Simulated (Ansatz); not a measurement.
Computed with Ansatz on PBE0-D4/def2-TZVP structures; ΔE is electronic, products minus reactants. CCSD(T)/CBS is the MP2 limit (def2-TZVPP, def2-QZVPP) plus CCSD(T) − MP2 in def2-TZVPP, frozen cores. Functionals use def2-TZVPP. HSE06 is defined as in plane-wave codes. One conformer a species, not always the lowest.

Reaction (isomerisation): `C[N](C)[Al]([OH])[OH]` → `C[O][Al]([NH2])[O]C`

```csv
level,ΔE (kJ/mol),difference from CCSD(T)/CBS
LDA (SPW92),57.2,4.3
BHLYP-D4,38.1,-14.8
ωB97X-V,44.2,-8.7
ωB97M-V,47.3,-5.6
B2PLYP,44.0,-8.9
revPBE,42.7,-10.2
PBE0,46.6,-6.3
HSE06,46.7,-6.2
MP2/CBS(def2),60.8,7.9
CCSD/CBS(def2),49.6,-3.3
CCSD(T)/CBS,52.9,0
```

Largest T1 diagnostic among the species: 0.011.

In def2-TZVPP, CCSD(T) changes the Hartree–Fock value by +26.8 kJ/mol (the triples alone add +3.4 kJ/mol) and MP2 by +34.7 kJ/mol. The D4 term adds +4.6 kJ/mol with B3LYP and +2.2 kJ/mol with PBE0; it sums over pairs of atoms, weighted by their polarisabilities, and B3LYP, whose exchange is more repulsive, gets the larger term. Leaving LDA and LC-ωPBE aside and taking each functional with its dispersion term where it has one, the values, not all of them listed here, spread over 14.5 kJ/mol, from BHLYP-D4 to revPBE-D4. LDA lies +9.9 kJ/mol from PBE without D4.

B3LYP here is the variant with VWN-RPA as its local correlation; programs differ in this.
